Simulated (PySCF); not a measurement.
BiI2, SMILES [I][Bi][I], multiplicity 2.

Coordinates come from a B3LYP-D3(BJ)/def2-SVP optimisation. The spin state was assumed, not searched. The isomer is the one that the SMILES or the coordinates give; other isomers of the formula were not compared. The def2 effective core potentials stand for the cores of Bi, I; spin–orbit coupling is left out.

The numbers are results of PySCF with B3LYP-D3(BJ)/def2-SVP, not measurements.

Frequencies are harmonic and unscaled.

```tsv
mode	ν (cm⁻¹)	IR (km/mol)	moving atoms (share of kinetic energy)
1	50	0.2	I 80 %, Bi 20 %
2	166	24.7	I 58 %, Bi 42 %
3	169	4.9	I 66 %, Bi 34 %
```
